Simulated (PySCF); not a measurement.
SMILES CO[Si](C)(O)OC, GFN2-xTB optimised geometry.

```
17

C     -1.77    -2.12     1.63
O     -0.53    -1.54     1.30
Si    -0.15    -0.65     0.00
C      1.74    -0.65     0.00
O     -0.83    -1.32    -1.32
O     -0.78     0.87     0.00
C     -0.52     1.89     0.92
H     -2.50    -1.35     1.87
H     -1.61    -2.75     2.51
H     -2.14    -2.72     0.80
H      2.14    -0.43     0.98
H      2.14    -1.61    -0.30
H      2.12     0.10    -0.69
H     -0.95    -0.79    -2.10
H      0.51     2.22     0.84
H     -0.70     1.54     1.95
H     -1.19     2.72     0.70
```

Density from PBE0/def2-SVP run with PySCF at that geometry.

Minimum of the electron density along straight lines between bonded atoms, close to the bond critical point (lines longer than 1.1 times the sum of covalent radii, or with two minima, are not listed):

```json
[
 {"bond": "C1–O2", "length / Å": "1.404", "ρ at the minimum / e bohr⁻³": "0.253", "∇²ρ there / e bohr⁻⁵": "-0.30", "position (fraction from the first atom)": "0.34"},
 {"bond": "O2–Si3", "length / Å": "1.624", "ρ at the minimum / e bohr⁻³": "0.130", "∇²ρ there / e bohr⁻⁵": "1.09", "position (fraction from the first atom)": "0.59"},
 {"bond": "Si3–C4", "length / Å": "1.893", "ρ at the minimum / e bohr⁻³": "0.115", "∇²ρ there / e bohr⁻⁵": "0.32", "position (fraction from the first atom)": "0.38"},
 {"bond": "Si3–O5", "length / Å": "1.628", "ρ at the minimum / e bohr⁻³": "0.131", "∇²ρ there / e bohr⁻⁵": "1.08", "position (fraction from the first atom)": "0.41"},
 {"bond": "Si3–O6", "length / Å": "1.641", "ρ at the minimum / e bohr⁻³": "0.125", "∇²ρ there / e bohr⁻⁵": "1.02", "position (fraction from the first atom)": "0.41"},
 {"bond": "O6–C7", "length / Å": "1.400", "ρ at the minimum / e bohr⁻³": "0.257", "∇²ρ there / e bohr⁻⁵": "-0.32", "position (fraction from the first atom)": "0.66"},
 {"bond": "C1–H8", "length / Å": "1.093", "ρ at the minimum / e bohr⁻³": "0.281", "∇²ρ there / e bohr⁻⁵": "-1.06", "position (fraction from the first atom)": "0.63"},
 {"bond": "C1–H9", "length / Å": "1.091", "ρ at the minimum / e bohr⁻³": "0.283", "∇²ρ there / e bohr⁻⁵": "-1.08", "position (fraction from the first atom)": "0.63"},
 {"bond": "C1–H10", "length / Å": "1.091", "ρ at the minimum / e bohr⁻³": "0.283", "∇²ρ there / e bohr⁻⁵": "-1.09", "position (fraction from the first atom)": "0.64"},
 {"bond": "C4–H11", "length / Å": "1.085", "ρ at the minimum / e bohr⁻³": "0.272", "∇²ρ there / e bohr⁻⁵": "-0.97", "position (fraction from the first atom)": "0.62"},
 {"bond": "C4–H12", "length / Å": "1.084", "ρ at the minimum / e bohr⁻³": "0.272", "∇²ρ there / e bohr⁻⁵": "-0.98", "position (fraction from the first atom)": "0.63"},
 {"bond": "C4–H13", "length / Å": "1.086", "ρ at the minimum / e bohr⁻³": "0.271", "∇²ρ there / e bohr⁻⁵": "-0.96", "position (fraction from the first atom)": "0.62"},
 {"bond": "O5–H14", "length / Å": "0.953", "ρ at the minimum / e bohr⁻³": "0.356", "∇²ρ there / e bohr⁻⁵": "-2.47", "position (fraction from the first atom)": "0.82"},
 {"bond": "C7–H15", "length / Å": "1.093", "ρ at the minimum / e bohr⁻³": "0.281", "∇²ρ there / e bohr⁻⁵": "-1.06", "position (fraction from the first atom)": "0.63"},
 {"bond": "C7–H16", "length / Å": "1.092", "ρ at the minimum / e bohr⁻³": "0.282", "∇²ρ there / e bohr⁻⁵": "-1.06", "position (fraction from the first atom)": "0.63"},
 {"bond": "C7–H17", "length / Å": "1.091", "ρ at the minimum / e bohr⁻³": "0.283", "∇²ρ there / e bohr⁻⁵": "-1.08", "position (fraction from the first atom)": "0.64"}
]
```
